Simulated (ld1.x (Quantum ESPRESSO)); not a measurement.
## Which change was made? (Pt, TM)

* Element: platinum
* Generator: ld1.x (Quantum ESPRESSO) 7.5
* Type: norm-conserving Troullier–Martins (Kleinman–Bylander form)
* Functional: PBE
* Relativity: scalar-relativistic
* Frozen core: [Kr] 4d10 4f14
* Valence charge: 18
* Reference configuration: 5s2 5p6 5d9 6s1 6p0
* Partial waves: 5p (bound): rc 1.80 bohr; 5d (bound): rc 1.65 bohr; 5s (bound): rc 1.70 bohr
* Local potential: the s channel
* Core correction: none

Occupied shells without a wave of their own: 6s. They enter only through the test configuration that unscreens the potential.

Cutoffs, loose and tight: the cutoffs (Ry, on a coarse ladder) from which the occupation-weighted sum of valence levels, in a spherical-Bessel basis at the reference potential, stays within 10 and 1 mRy of its value at 400 Ry. They do not see the model core or the augmentation charge, which bear on the density cutoff. Test errors are all-electron minus pseudo excitation energies from the reference, over the configurations 5s2 5p6 5d9 6s0 6p0; 5s2 5p6 5d8 6s0 6p0; 5s2 5p6 5d7 6s0 6p0; 5s1 5p6 5d9 6s1 6p0; 5s2 5p6 5d8 6s1 6p0; 5s2 5p6 5d6 6s0 6p0; 5s2 5p6 5d10 6s0 6p0; variants that change the core or the reference have their own tests. The largest error is taken over the tests solved by every variant that gives reliable tests at all, those not shown here included: 5s2 5p6 5d10 6s0 6p0; 5s2 5p6 5d6 6s0 6p0; 5s2 5p6 5d7 6s0 6p0; 5s2 5p6 5d8 6s0 6p0; 5s2 5p6 5d8 6s1 6p0; 5s2 5p6 5d9 6s0 6p0.

The base gives: outcome: generated, misses its reference levels by 6.71 eV; bound ghosts: not determined; largest test error (meV): +10958.

(1) After one change the result is: outcome: generated, misses its reference levels by 11.41 eV; bound ghosts: not determined; largest test error (meV): -8533. Which change was it?
A. functional PBEsol
B. wave 5p (bound): rc 1.80 bohr becomes 5p (bound): rc 1.20 bohr
C. wave 5s (bound): rc 1.70 bohr becomes 5s (bound): rc 1.22 bohr

## Answers

(1) A. The others give: wave 5s (bound): rc 1.70 bohr becomes 5s (bound): rc 1.22 bohr → outcome: generated, misses its reference levels by 0.41 eV; cutoff, loose: 110 Ry; cutoff, tight: 180 Ry; bound ghosts: none; largest test error (meV): -1208 | wave 5p (bound): rc 1.80 bohr becomes 5p (bound): rc 1.20 bohr → outcome: generated, misses its reference levels by 6.67 eV; bound ghosts: not determined; largest test error (meV): +10943.
